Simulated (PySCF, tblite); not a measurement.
Species: C₆H₁₂Si₂.
Geometry (GFN2-xTB, Å), atoms numbered from 1 in this order:
```
atom  x, y, z in Å
C1    -2.174   -1.408   -0.368
C2    -2.106   -0.582    0.665
Si3   -0.660    0.583    1.022
C4    -1.153    2.361    0.557
C5     0.831    0.025    0.022
C6     1.458    0.591   -1.024
Si7    2.716   -0.798   -1.238
C8     1.589   -1.269    0.251
H9    -3.020   -2.055   -0.544
H10   -1.377   -1.474   -1.092
H11   -2.940   -0.560    1.357
H12   -0.341    0.510    2.462
H13   -2.021    2.684    1.124
H14   -1.402    2.439   -0.497
H15   -0.348    3.060    0.761
H16    1.211    1.533   -1.488
H17    4.120   -0.517   -0.933
H18    2.601   -1.645   -2.426
H19    2.052   -1.314    1.236
H20    0.959   -2.151    0.151
```

Theory: PBE0/pcSseg-1 in PySCF (dipole) on a GFN2-xTB geometry, gas phase.

Take the most abundant isotopes and a rigid rotor. The values belong to one conformer with, in the numbering `[CH2:1]=[CH:2][Si@H:3]([CH3:4])[C:5]1=[CH:6][SiH2:7][CH2:8]1`, C1–C2–Si3–C4 104°, C2–Si3–C5–C6 111°.

(1) What are A, B and C (MHz)?

(2) Classify the top.

(3) Is it planar, by Δ = Ic − Ia − Ib?

(4) Give the other two planar moments, Paa and Pbb, and the rms extents of the mass along the axes.

(5) List the rotational levels J(Ka,Kc) to J = 5 (cm⁻¹).

(6) Which lines would a microwave search look for?

(7) Estimate the classical rotational partition function at 100 K, 298.15 K and 500 K.

Results:

(1) Ia = 222.96, Ib = 589.24, Ic = 706.60 u·Å²; 505379 MHz·u·Å²/I gives A = 2267, B = 857.7, C = 715.2 MHz.

(2) An asymmetric top: κ = (2 × 857.7 − 2267 − 715.2)/(2267 − 715.2) = -0.82.

(3) Not planar: Δ = Ic − Ia − Ib = -105.60 u·Å². For a rigid frame Δ = −2 Σ m c², so Σ m c² = 52.80 u·Å² lies off the ab plane: 17.33 from hydrogen and 35.47 from heavier atoms. The atom farthest from that plane is 2.01 Å away.

(4) Paa = Σ m a² = (Ib + Ic − Ia)/2 = 536.44 and Pbb = Σ m b² = (Ia + Ic − Ib)/2 = 170.16 u·Å². With the mass M = 140.05 u, the rms extents √(P/M) along a, b and c are 1.96, 1.10, 0.61 Å.

(5) Above 0(0,0):
J = 1: 1(0,1) 0.0525, 1(1,1) 0.0995, 1(1,0) 0.1042
J = 2: 2(0,2) 0.1571, 2(1,2) 0.1996, 2(1,1) 0.2139, 2(2,1) 0.3549, 2(2,0) 0.3552
J = 3: 3(0,3) 0.3131, 3(1,3) 0.3497, 3(1,2) 0.3782, 3(2,2) 0.5123, 3(2,1) 0.5140, 3(3,1) 0.7594, 3(3,0) 0.7594
J = 4: 4(0,4) 0.5196, 4(1,4) 0.5494, 4(1,3) 0.5968, 4(2,3) 0.7219, 4(2,2) 0.7269, 4(3,2) 0.9699, 4(3,1) 0.9700, 4(4,1) 1.3149, 4(4,0) 1.3149
J = 5: 5(0,5) 0.7756, 5(1,5) 0.7985, 5(1,4) 0.8694, 5(2,4) 0.9835, 5(2,3) 0.9949, 5(3,3) 1.2332, 5(3,2) 1.2337, 5(4,2) 1.5780, 5(4,1) 1.5780, 5(5,1) 2.0217, 5(5,0) 2.0217
Those of J = 1 are B + C, A + C and A + B.

(6) The dipole components are |μa| = 0.10 D, |μb| = 0.14 D, |μc| = 0.32 D. The squared components, which scale the intensities, stand as 0.09 : 0.18 : 1.00 (a : b : c). Some lines, for components of 0.1 D or more:

| type | branch | J(Ka,Kc) | MHz | lower level (cm⁻¹) |
| --- | --- | --- | --- | --- |
| c | Q | 5(1,5) ← 5(0,5) | 688 | 0.776 |
| b | Q | 2(1,1) ← 2(0,2) | 1704 | 0.157 |
| b | R | 4(1,3) ← 3(2,2) | 2535 | 0.512 |
| b | Q | 3(3,0) ← 3(2,1) | 7357 | 0.514 |
| b | Q | 4(3,2) ← 4(2,3) | 7434 | 0.722 |
| c | R | 4(1,3) ← 3(0,3) | 8506 | 0.313 |
| b | R | 3(2,1) ← 2(1,2) | 9424 | 0.200 |
| b | Q | 5(4,1) ← 5(3,2) | 10323 | 1.234 |
| c | R | 5(1,4) ← 4(0,4) | 10485 | 0.520 |
| b | R | 5(2,4) ← 4(1,3) | 11591 | 0.597 |
| c | R | 5(2,3) ← 4(1,3) | 11932 | 0.597 |
| b | R | 3(3,1) ← 2(2,0) | 12116 | 0.355 |
| c | R | 5(4,1) ← 4(3,1) | 18228 | 0.970 |
| b | R | 5(5,0) ← 4(4,1) | 21188 | 1.315 |

(7) Point group C1, symmetry number σ = 1; q = (√π/σ)·√((kT/h)³/(ABC)), k/h = 20836.6 MHz/K: 143000 at 100 K, 736000 at 298.15 K, 1600000 at 500 K.

Its GFN2-xTB frequencies are all real (lowest 33 cm⁻¹). These are rigid-rotor constants of the computed structure; measured ground-state constants (B0) also hold zero-point vibration. A rigid rotor knows nothing of internal rotation, which can split or shift real lines.
